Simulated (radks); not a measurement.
Minus the highest occupied eigenvalue as an estimate of the ionisation energy, Cs to Cs19+. The LB94 potential has the -1/r tail that LDA and GGA lack but no energy functional. All-electron calculation, non-relativistic Kohn-Sham, LB94 model potential, spin-polarised, spherical densities, point nucleus; open shells are filled with parallel spins first (spin-orbit coupling, left out, can overturn this in heavy ions); relativity is left out, which matters for an element this heavy. Program: a radial shooting solver on a logarithmic mesh with Libxc functionals.

species,configuration,HOMO,-e(HOMO) (eV),<r> (bohr),"IE, NIST (eV)",kind
Cs,[Xe] 6s1,6s up,4.438,5.17,3.894,exp.
Cs+,[Xe],5p,23.927,2.08,23.157,exp.
Cs2+,[Kr] 4d10 5s2 5p5,5p down,34.300,1.99,33.195,semi-emp.
Cs3+,[Kr] 4d10 5s2 5p4,5p down,45.457,1.91,43,theory
Cs4+,[Kr] 4d10 5s2 5p3,5p up,57.746,1.87,56,theory
Cs5+,[Kr] 4d10 5s2 5p2,5p up,69.979,1.81,69,theory
Cs6+,[Kr] 4d10 5s2 5p1,5p up,82.818,1.75,83,theory
Cs7+,[Kr] 4d10 5s2,5s,110.99,1.57,110,semi-emp.
Cs8+,[Kr] 4d10 5s1,5s up,126.00,1.54,125.6,semi-emp.
Cs9+,[Kr] 4d10,4d,211.80,0.813,213,exp.
Cs10+,[Kr] 4d9,4d down,237.95,0.798,233,theory
Cs11+,[Kr] 4d8,4d down,264.86,0.784,261,theory
Cs12+,[Kr] 4d7,4d down,292.53,0.770,289,theory
Cs13+,[Kr] 4d6,4d down,320.94,0.757,316,theory
Cs14+,[Kr] 4d5,4d up,354.01,0.746,352,theory
Cs15+,[Kr] 4d4,4d up,383.93,0.734,382,theory
Cs16+,[Kr] 4d3,4d up,414.52,0.723,413,theory
Cs17+,[Kr] 4d2,4d up,445.79,0.712,445,theory
Cs18+,[Kr] 4d1,4d up,477.74,0.701,476,theory
Cs19+,[Kr],4p,595.92,0.676,597,theory

Reference values: NIST Atomic Spectra Database (exp. = measured, semi-emp. = semi-empirical, theory = theoretical value adopted there). Relativity is left out here, which matters for elements this heavy. Open shells are spherical and high-spin; term and fine-structure splittings are not resolved.
